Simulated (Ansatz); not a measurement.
Cost and result up the ladder for the cluster B₈H₁₄ (22 atoms). Total charge 0; singlet. Geometry: r2SCAN-D4/def2-SVP.

Cartesian coordinates in Å:
```
B -0.5693 -0.8596 1.5511
B 1.8396 0.1695 0.1882
B -0.3538 0.6099 -2.0760
B 0.6396 1.0668 -0.7639
B 0.3398 0.5550 1.0272
B -1.7803 -0.0203 -1.2721
B 1.1753 -0.9880 1.3374
B -1.3927 0.1869 0.3775
H -1.5216 -1.1481 0.7179
H 1.8389 -1.1994 0.1797
H -1.5850 1.1141 -1.9516
H -0.1116 0.7325 -3.2565
H 1.8534 -1.3575 2.2528
H -2.2015 0.7983 1.0437
H 1.0741 2.1992 -0.7826
H 0.4420 1.4148 1.8626
H -2.8086 -0.4610 -1.7361
H -0.8775 -1.0576 2.6939
H -0.8094 -0.6415 -1.9512
H 0.2034 -1.8995 1.1127
H 2.9180 0.5558 0.5460
H 1.6872 0.2297 -1.1007
```

Ansatz on 4 threads of Arm Neoverse V1 on a shared host. Times are rough, and most runs start from the orbitals of an earlier one. CAM-B3LYP-D4/def2-TZVP serves as the yardstick here, not as an exact answer. Differences are given only for rows in sets of like size (and for xTB, whose basis is part of the method), since another set adds its own error. Binding counts from free atoms at the same level (B doublet, H doublet; other spins of the atoms weren't run), without zero-point energy or a counterpoise term.

Correlated methods freeze 8 core orbitals. The rows differ in basis, and correlated rows in double-zeta sets carry the largest basis error. Another isomer (singlet) lies 1.62 eV lower at PBE0-D4/def2-TZVP; other spin states weren't run for this one.

Correlated methods converge slowly with the basis, most of all in double-zeta sets.

| level | functions | wall time |
| --- | --- | --- |
| HF/STO-3G | 54 | 0.3 s |
| PBE-D4/def2-SVP | 182 | 2.6 s |
| PBE0-D4/def2-SVP | 182 | 3.6 s |
| BLYP-D4/def2-TZVP | 332 | 6 s |
| PBE-D4/def2-TZVP (with forces) | 332 | 7 s |
| BHLYP-D4/def2-TZVP | 332 | 8.5 s |
| CAM-B3LYP-D4/def2-TZVP | 332 | 9.5 s |
| PBE0-D4/def2-TZVP | 332 | 10 s |
| MP2/def2-TZVP | 332 | 10 s |
| r2SCAN-D4/def2-TZVP | 332 | 11 s |
| CCSD(T)/def2-SVP | 182 | 79 s |

Task: Estimate what each level gives for the binding energy per atom (eV).

Result: 
```
                         level  binding energy per atom (eV)  difference from CAM-B3LYP-D4/def2-TZVP (eV)
                     HF/STO-3G                          3.94                                            –
               PBE-D4/def2-SVP                          3.76                                            –
              PBE0-D4/def2-SVP                          3.75                                            –
             BLYP-D4/def2-TZVP                          3.60                                        -0.05
PBE-D4/def2-TZVP (with forces)                          3.73                                         0.07
            BHLYP-D4/def2-TZVP                          3.58                                        -0.07
        CAM-B3LYP-D4/def2-TZVP                          3.65                                         0.00
             PBE0-D4/def2-TZVP                          3.70                                         0.05
                 MP2/def2-TZVP                          3.56                                        -0.09
           r2SCAN-D4/def2-TZVP                          3.71                                         0.06
              CCSD(T)/def2-SVP                          3.49                                            –
```
